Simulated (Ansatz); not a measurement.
`F[SiH2]N[SiH3]` + `C=[Se]` → `[SiH3]C=[Se]` + `N[SiH2]F` at 400 K and 1 bar (formal exchange of groups at the Si–N bond).

Program: Ansatz. Geometries: PBE0-D4/def2-TZVP. ΔE: electronic, gas phase. CCSD(T)/CBS adds triple-zeta CCSD(T) − MP2 to the extrapolated MP2 energy (def2 sets, frozen cores). This one scheme is used for every species. For Se outer-core shells are correlated without core-valence functions, which leaves a few kJ/mol of doubt a bond. Scalar relativity is left out up to krypton. Each species was taken in one conformer, which may not be the lowest.

```
         species  CCSD(T)/CBS energy (Eh)  H − E (kJ/mol)  S (J/(mol·K))
`F[SiH2]N[SiH3]`               -736.37696           194.2          372.8
        `C=[Se]`              -2439.91603            78.0          255.2
  `[SiH3]C=[Se]`              -2730.19682           128.9          333.4
      `N[SiH2]F`               -446.07709           143.8          304.9
```

H − E and S are ideal-gas, rigid-rotor, harmonic terms from PBE0-D4/def2-TZVP, for one conformer and one mirror image of each species. 1 Eh = 2625.50 kJ/mol, R = 8.31446 J/(mol·K).

Task: By hand: ΔE, ΔH, ΔS and ΔG.

Result: ΔE = (-2730.19682) + (-446.07709) − (-736.37696) − (-2439.91603) = 0.01908 Eh = 50.1 kJ/mol. Δ(H − E) = 128.9 + 143.8 − 194.2 − 78.0 = 0.5, so ΔH = 50.6 kJ/mol. ΔS = 333.4 + 304.9 − 372.8 − 255.2 = 10.3 J/(mol·K). ΔG = 50.6 − 400 × (10.3)/1000 = 46.5 kJ/mol.

Task: By hand: the equilibrium constant, and the temperature at which ΔG would vanish if ΔH and ΔS stayed fixed.

Result: log₁₀ K = −ΔG/(RT ln 10) = -6.1. ΔG = 0 at ΔH/ΔS = 4913 K, far beyond where these terms or the molecules hold.

The number of gas molecules stays the same, so ΔS is small and ΔH decides. A doubt of 5 kJ/mol in ΔE shifts log₁₀ K by 0.7 here. Other conformers and mirror images would add mixing entropy, several J/(mol·K) or more a flexible species. These are equilibria of isolated gas molecules and say nothing of rates. Largest T1 diagnostic: 0.015 (customary marks: 0.02 for closed shells, 0.045 for open ones).
